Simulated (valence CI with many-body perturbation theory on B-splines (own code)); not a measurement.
**Bi⁶⁸⁺: key properties**

Computed by relativistic CI+MBPT: five valence electrons over a frozen Dirac-Fock core [Ne], radial functions for each j: 9 s, 9 p, 8 d, 6 f, 3 g, 1 h, with the one-electron correlation potential Σ1 (screened to all orders), the two-electron term Σ2, the three-electron term Σ3, Breit, model QED; selected single and double excitations, second order for the rest, scaled by the run's own slope (own B-spline code, finite nucleus).

The last digits are not significant, and no measured levels were compared; by estimate large intervals hold to a few tenths of a per cent, small ones and those within an open d or f shell to about a per cent. Among the levels kept, up to 1200 cm⁻¹ of a level comes from second order outside the variational space, and about a tenth of that is noise between levels of different J, which matters for small intervals.

Levels are named by their leading jj configuration (3d3/2^4 stands for four electrons in 3d with j = 3/2), which in mixed levels can hold well under half, so a name can repeat and another be missing.

Rates and lifetimes use the calculated energies. Strong lines usually hold to 10 to 20 %, long lifetimes can be off by a factor of two.

(1) What is the ground level?

(2) What is the ionisation energy?

(3) Where does the other parity begin?

(4) What are the static dipole polarisabilities of the lowest levels?

(5) How well does LS coupling describe the low levels?

(6) Among levels below 86.109 Ry, which E1 lines absorb most strongly from the ground level?

(7) Name the longest-lived excited levels whose lifetime is computed, and their main decay.

Answers

(1) (3s^2 3p1/2^2 3p3/2) J=3/2, composition 49 % 3s2.3p3 2P° + 27 % 3s2.3p3 2D° + 24 % 3s2.3p3 4S°, g = 1.330.

(2) 8016.3 eV; NIST lists 8010 ± 50 eV (theoretical).

(3) At (3s^2 3p1/2^2 3d3/2) J=3/2, 19.580 Ry.

(4) (3s^2 3p1/2^2 3p3/2) J=3/2 0.00150 (tensor 0.00011) bohr³, of which the core gives 2.61e-05.

(5) Among the lowest 20 levels the leading LS term, summed over configurations, holds 54 % on average. For single configurations the figures are 52 % in LS and 93 % in jj coupling. Terms mix most in the J = 3/2 level at 64.066 Ry, where the leading one holds 30 %.

(6) to (3s^2 3p1/2 3p3/2 3d3/2) J=3/2 at 1.331 nm, f = 0.431; to (3s^2 3p1/2 3p3/2 3d3/2) J=5/2 at 1.354 nm, f = 0.326; to (3s^2 3p1/2 3p3/2 3d3/2) J=1/2 at 1.334 nm, f = 0.148.

(7) (3s^2 3p1/2 3p3/2 3d5/2) J=9/2 at 74.962 Ry lives 20.3 ns, mostly by E2 to (3s^2 3p1/2^2 3d5/2) J=5/2; (3s^2 3p1/2 3p3/2^2) J=5/2 at 45.347 Ry lives 872 ps, mostly by E1 to (3s^2 3p1/2^2 3d3/2) J=3/2; (3s^2 3p1/2 3p3/2^2) J=1/2 at 46.668 Ry lives 828 ps, mostly by M1 to (3s^2 3p1/2^2 3p3/2) J=3/2.
